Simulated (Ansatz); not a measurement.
Consider the redistribution: `[CH3][AlH][C]#N` + `FB(F)I` → `[CH3][AlH][I]` + `N#CB(F)F`.

Computed with Ansatz on PBE0-D4/def2-TZVP structures; ΔE is electronic, products minus reactants. CBS: MP2 limit from def2 TZ/QZ plus the TZ coupled-cluster correction, frozen cores. This one scheme is used for every species. Functionals use def2-TZVPP. Elements past krypton have def2 core potentials. For I outer-core shells are correlated without core-valence functions, which leaves a few kJ/mol of doubt a bond.

```csv
species,ωB97X-V energy (Eh)
`[CH3][AlH][C]#N`,-375.77483
`FB(F)I`,-522.40328
`[CH3][AlH][I]`,-580.66981
`N#CB(F)F`,-317.53285
```

Work out ΔE.

ΔE = (-580.66981) + (-317.53285) − (-375.77483) − (-522.40328) = -0.02455 Eh = -64.5 kJ/mol. CCSD(T)/CBS gives -67.6 kJ/mol.

Largest T1 diagnostic among the species: 0.014.

At CCSD(T), def2-SVP lies −8.5 kJ/mol from the extrapolated value and def2-TZVPP +2.3 kJ/mol. In def2-TZVPP, CCSD(T) changes the Hartree–Fock value by +10.6 kJ/mol (the triples alone add +1.5 kJ/mol) and MP2 by +9.3 kJ/mol.
